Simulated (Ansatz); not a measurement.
`[BH2][Zn][SiH3]` → B• + 5 H• + Si• + Zn (atom)  (atomization)

Calculated with Ansatz (gas phase, PBE0-D4/def2-TZVP geometries, no zero-point term in ΔE). CCSD(T)/CBS is the MP2 limit (def2-TZVPP, def2-QZVPP) plus CCSD(T) − MP2 in def2-TZVPP, frozen cores. This one scheme is used for every species, atoms too. DFT in def2-TZVPP. No spin–orbit coupling; open shells (•) take unrestricted orbitals. Spin–orbit coupling would lower the free atoms: a little for B, Si. Bonds to Zn are less sure, by a few kJ/mol each and by 10 to 20 or more in all where they break to atoms, as the def2 sets lack core-valence functions. Scalar relativity is left out up to krypton.

```json
{"level": "LDA (SPW92)", "ΔE (kJ/mol)": "2247.5"}
{"level": "BHLYP", "ΔE (kJ/mol)": "2001.1"}
{"level": "HF/def2-SVP", "ΔE (kJ/mol)": "1589.0"}
{"level": "CCSD/CBS(def2)", "ΔE (kJ/mol)": "2008.0"}
```

What does CCSD(T)/CBS give? (Best estimate.)

The calculation gave: +2023.6 kJ/mol. The listed levels differ from it by 223.9, -22.5, -434.6, -15.6 kJ/mol.

Largest T1 diagnostic among the species: 0.017.

The D4 term adds +19.1 kJ/mol with B3LYP and +9.9 kJ/mol with PBE0; it sums over pairs of atoms, weighted by their polarisabilities, and B3LYP, whose exchange is more repulsive, gets the larger term. From BLYP to BHLYP (50 % exact exchange), in def2-TZVPP and without D4, ΔE moves by +32.6 kJ/mol.

B3LYP here is the variant with VWN-RPA as its local correlation; programs differ in this.

For atomizations the MP2-based limit and the directly extrapolated one differ by several kJ/mol either way, and by 10 to 25 for some Ge, Se and Sn compounds, so smaller differences from it don't rank the levels.
